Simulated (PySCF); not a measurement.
AlH, neutral, multiplicity 1. Atoms are numbered in the order given.

```xyz
2

Al     0.0000     0.0000    -0.1187
H      0.0000     0.0000     1.5431
```

Geometry: B3LYP-D3(BJ)/def2-TZVPD.

Level of theory: PySCF with PBE0/def2-TZVPD.

Mulliken values depend strongly on the basis, most of all with diffuse functions as here. ESP charges are fitted to the potential on shells at 1.4 to 2.0 van der Waals radii. Atomic charges (e):

| atom | ESP fit | Mulliken |
|---|---|---|
| Al1 | ? | 0.15 |
| H2 | ? | -0.15 |

**Question.** Fill in the missing entries. (Estimate from the structure and the level; the computed values follow.)

**Answer.** 
- Al1, ESP fit: 0.12
- H2, ESP fit: -0.12
